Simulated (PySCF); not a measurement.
## One molecule, a ladder of functionals, a line

Molecule: SMILES [SiH3][Si]([SiH3])([SiH3])[SiH3], H12Si5.

Atom-mapped SMILES (the numbers label the heavy atoms): `[SiH3:1][Si:2]([SiH3:3])([SiH3:4])[SiH3:5]`. Hydrogens are named by the atom that carries them.

GIAO shieldings (ppm, equivalent atoms averaged) in PySCF on the PBE0-D3(BJ)/def2-SVP geometry, basis pcSseg-1, gas phase, non-relativistic:

| functional | exact exchange (%) | σ(Si1/Si3/Si4/Si5) |
| --- | --- | --- |
| BLYP | 0 | 424.1 |
| BP86 | 0 | 434.8 |
| PBE | 0 | 437.0 |
| B3LYP | 20 | 435.7 |
| PBE0 | 25 | 450.6 |
| mPW1PW91 | 25 | 447.6 |
| HF | 100 | 481.3 |

Q: Fit each shielding as a line in the percentage of exact exchange.

A: σ(Si1/Si3/Si4/Si5) = 432.4 + 0.50 x (rms 5.1 ppm). The functionals also differ in their semilocal parts, which the line can't hold; Hartree–Fock has no correlation at all.

Q: What does the line predict for BHandHLYP (50 %), and what does the run give?

A: σ(Si1/Si3/Si4/Si5): 457.4 predicted, 452.4 computed ppm.
